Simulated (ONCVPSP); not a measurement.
## Varying the ONCV potential for thallium (Tl)

Base potential:

```
Element                 : Tl
Generator               : ONCVPSP 4.0.1
Type                    : optimised norm-conserving Vanderbilt (ONCV)
Functional              : PBEsol
Relativity              : scalar-relativistic
Frozen core             : [Kr] 4d10 4f14
Valence charge          : 21
Reference configuration : 5s2 5p6 5d10 6s2 6p1
Partial waves           : 5s+6s: rc 1.55 bohr, ncon 3, nbas 7, qcut 8 1/bohr, 2 projectors; 5p+6p: rc 1.50 bohr, ncon 4, nbas 7, qcut 7.1 1/bohr, 2 projectors; 5d: rc 1.45 bohr, ncon 5, nbas 10, qcut 5.8 1/bohr, 1 projector
Local potential         : polynomial inside 1.15 bohr (lpopt 5, dvloc0 0 Ha)
Core correction         : none
```

All-electron outer shells of the reference configuration (PBEsol, scalar-relativistic, ld1.x):

```csv
shell,level (eV),outermost node (bohr),outermost maximum (bohr)
4d,-374.85,0.19,0.39
5s,-131.04,0.46,0.80
4f,-114.08,–,0.36
5p,-76.09,0.50,0.90
5d,-15.48,0.53,1.11
6s,-9.60,1.04,2.08
6p,-2.36,1.23,2.91
```

Cutoffs, loose and tight: the cutoffs (Ha) at which the residual kinetic energy of the hardest occupied pseudo-wave falls to 1 and 0.1 mHa per electron. They do not see the model core or the augmentation charge, which bear on the density cutoff. Test errors are all-electron minus pseudo excitation energies from the reference, over the configurations 5s2 5p6 5d10 6s2 6p0; 5s2 5p6 5d10 6s1 6p0; 5s2 5p6 5d10 6s0 6p0; 5s2 5p6 5d10 6s0 6p3. A dash means not determined; rows that change the core or the reference have their own tests. The largest error is taken over the tests solved by every variant that gives reliable tests at all: 5s2 5p6 5d10 6s0 6p3; 5s2 5p6 5d10 6s1 6p0; 5s2 5p6 5d10 6s2 6p0.

```tsv
change	outcome	cutoff, loose	cutoff, tight	bound ghosts	GHOST(+) flags above zero	largest test error (meV)
base	generated	54 Ha	159 Ha	none	s	-12
all radii scaled by about 0.79 (s 1.22, p 1.18, d 1.14 bohr); local potential polynomial inside 0.90 bohr (lpopt 5, dvloc0 0 Ha)	generated	94 Ha	112 Ha	none	s, p	-11
all radii scaled by about 0.84 (s 1.30, p 1.26, d 1.22 bohr); local potential polynomial inside 0.98 bohr (lpopt 5, dvloc0 0 Ha)	generated	75 Ha	95 Ha	none	s	-10
all radii scaled by about 1.04 (s 1.60, p 1.56, d 1.50 bohr); local potential polynomial inside 1.18 bohr (lpopt 5, dvloc0 0 Ha)	generated	57 Ha	153 Ha	none	s	-12
all radii scaled by about 1.11 (s 1.72, p 1.66, d 1.60 bohr); local potential polynomial inside 1.28 bohr (lpopt 5, dvloc0 0 Ha)	generated	58 Ha	138 Ha	none	s	-13
all radii scaled by about 1.17 (s 1.82, p 1.76, d 1.70 bohr); local potential polynomial inside 1.34 bohr (lpopt 5, dvloc0 0 Ha)	generated	53 Ha	123 Ha	none	none	-13
all radii scaled by about 1.26 (s 1.96, p 1.90, d 1.82 bohr); local potential polynomial inside 1.46 bohr (lpopt 5, dvloc0 0 Ha)	generated	43 Ha	106 Ha	none	d	-13
all radii scaled by about 1.31 (s 2.02, p 1.96, d 1.90 bohr); local potential polynomial inside 1.50 bohr (lpopt 5, dvloc0 0 Ha)	generated	31 Ha	97 Ha	none	none	-14
```

Q: What comes out with this change to the base: all radii scaled by about 0.91 (s 1.40, p 1.36, d 1.32 bohr); local potential polynomial inside 1.04 bohr (lpopt 5, dvloc0 0 Ha)?

A: outcome: generated; cutoff, loose: 37 Ha; cutoff, tight: 134 Ha; bound ghosts: none; GHOST(+) flags above zero: s; largest test error (meV): -11.

Reading the sweep of the scale of all radii (base = 1) (base included, trends over the rows without a ghost): The loose cutoff is not monotonic: lowest 31 Ha at 1.31, highest 94 Ha at 0.79.
